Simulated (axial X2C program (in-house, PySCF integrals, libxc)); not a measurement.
# Levels of HfO⁺ by electron attachment to HfO²⁺ (EOM-EA-CCSD)

Computed with an axial X2C code built on PySCF integrals: two-component X2C with atomic mean-field Coulomb and Gaunt terms, Gaussian nuclei, basis Hf dyall-acv3z, O dyall-av3z with contracted cores.

R = 1.682 Å (near the PBE0 minimum at charge 1 of the determinant lowest at the starting distance; the state shown can have its own minimum elsewhere).

Levels of HfO⁺ obtained by attaching an electron to HfO²⁺:

```
  Ω  binding energy (eV)  above lowest (cm⁻¹)                 attached spinor  one-particle weight
1/2               14.274                    0  61% Hf sσ, 13% Hf dσ, 12% O pσ                 0.98
3/2               13.292                 7916                       97% Hf dδ                 0.97
5/2               12.975                10472                       97% Hf dδ                 0.97
1/2               11.487                22474  44% Hf dπ, 37% Hf pπ, 10% O pπ                 0.97
3/2               11.080                25757  48% Hf dπ, 35% Hf pπ, 11% O pπ                 0.97
1/2               10.142                33322   44% Hf pσ, 34% Hf dσ, 8% O pσ                 0.98
1/2                8.430                47134  41% Hf pπ, 20% O pπ, 19% Hf dπ                 0.97
3/2                8.238                48682  45% Hf pπ, 20% O pπ, 18% Hf dπ                 0.97
1/2                6.014                66617            77% Hf sσ, 10% Hf dσ                 0.99
```

**Question.** What is the splitting of the first π pair in the table, and is it regular or inverted?

**Answer.** E(3/2) − E(1/2) = 25757 − 22474 = 3283 cm⁻¹ at EOM-EA-CCSD: regular, Ω = 1/2 lower. Splittings at this level can be off by ten to twenty per cent.

This point took 24 s on 1 thread of Arm Neoverse V2 (shared host).

Reference electrons by ω block (each with its −ω partner): 1/2: 23, 3/2: 11, 5/2: 4, 7/2: 1. 16 electrons of HfO²⁺ correlated (inner shells frozen), 88 natural virtual spinors (a truncated set); levels can be off by some tenths of an eV. Roots sought by Ω: (1/2: 5, 3/2: 4, 5/2: 2, 7/2: 1); the list ends where they run out and leaves out roots under 60 % one-particle weight. The solver can skip a root, and states that need a further excitation, which the method places far too high, are missing though they may lie low or lowest. T1 of the reference 0.027 (Lee–Taylor). The reference was not checked to be the lowest state of its species. Number of frozen shells: Hf 4 s, 3 p, 2 d, 1 f; O 1 s. Large amplitudes in the reference (orbital relaxation or multireference character) lower the reliability.
